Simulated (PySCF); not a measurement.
## CH10FNOSi3

The system: CH10FNOSi3, a molecule drawn to mimic a surface site (built as: C site whose three back bonds go to SiH3, OSiH3, NHSiH3; end group F); neutral, singlet. The structure, one conformer, was relaxed in the gas phase by PBE0-D3(BJ)/def2-SVP. No frequency run checks that it is a minimum.

SMILES: FC([SiH3])(N[SiH3])O[SiH3]

Coordinates in Å:
```
C1      0.083    0.091    0.109
Si2    -1.827   -0.117   -0.105
O3      0.440   -0.131    1.425
Si4     0.663    1.099    2.563
N5      0.885   -0.692   -0.726
Si6     0.627   -1.081   -2.413
F7      0.315    1.482   -0.126
H8     -2.245    0.304   -1.475
H9     -2.461    0.767    0.911
H10    -2.204   -1.540    0.132
H11    -0.523    1.998    2.627
H12     0.817    0.360    3.845
H13     1.896    1.889    2.292
H14     1.834   -0.769   -0.366
H15     0.591    0.108   -3.318
H16     1.770   -1.958   -2.790
H17    -0.665   -1.814   -2.561
```

Shieldings: GIAO PBE0/pcSseg-1. Shifts are against computed references at the same level: C TMS (σ 184.4 ppm), H TMS (σ 31.27 ppm), Si TMS (σ 352.0 ppm). Core levels by delta-SCF with SCAN, pcX-2 on the ionised atom and pcseg-1 elsewhere, spin-free X2C (2p3/2 is the spin-free 2p value less a third of a first-order spin-orbit splitting); from the vacuum level, for chosen atoms.

Give the NMR and core-level values of the distinct atoms.


```
      atoms               bonded to  σ (ppm)  δ (ppm)  core level (eV)
         C1  1 F + 1 N + 1 O + 1 Si     64.2    120.2        1s 294.65
        Si2               1 C + 3 H    422.6    -70.6     2p3/2 106.89
         O3              1 C + 1 Si    225.3        -        1s 538.38
        Si4               1 O + 3 H    390.1    -38.1                -
         N5        1 C + 1 Si + 1 H    196.7        -        1s 404.95
        Si6               1 N + 3 H    409.2    -57.3                -
         F7                     1 C    233.7        -        1s 691.61
  H8 H9 H10                    1 Si    27.14     4.13                -
H11 H12 H13                    1 Si    26.48     4.79                -
        H14                     1 N    29.44     1.83                -
H15 H16 H17                    1 Si    26.53     4.74                -
```

Values are those of this one static structure, with the three H of a rotating XH3 group averaged; atoms that internal rotation interchanges would show their mean in an NMR spectrum.

By CAM-B3LYP/def2-SVPD (TDDFT singlets, Tamm-Dancoff triplets, ionisation by delta-SCF), where does absorption start, and what does vertical ionisation take?

The lowest singlet lies at 6.71 eV (f 0.005), the strongest of the first 6 at 7.87 eV (f 0.050), the lowest triplet at 6.39 eV; vertical ionisation takes 9.68 eV.
